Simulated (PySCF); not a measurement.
GaH₂, SMILES [GaH2-] (connectivity only; charge and spin as stated), charge -1, multiplicity 1. Geometry: PBE-D3(BJ)/def2-TZVPD.

Computed with PBE-D3(BJ)/def2-TZVPD (PySCF).

Harmonic wavenumbers (cm⁻¹): 757, 1318, 1338. Rotational constants (GHz): 177.7, 162.5, 84.88; symmetry number 2.

**Question.** Work out the zero-point energy and the ideal-gas rigid-rotor harmonic-oscillator thermochemistry at 298.15 K and 1 atm.

**Answer.** ZPE = ½ Σ hcν = ½ × 3413 cm⁻¹ = 4.88 kcal/mol. H − E(el) = 7.32 kcal/mol. Entropy in cal/(mol K): translation 38.73, rotation 14.16, vibration 0.29, total 53.18. G − E(el) = -8.54 kcal/mol. Cp = 8.94 cal/(mol K).
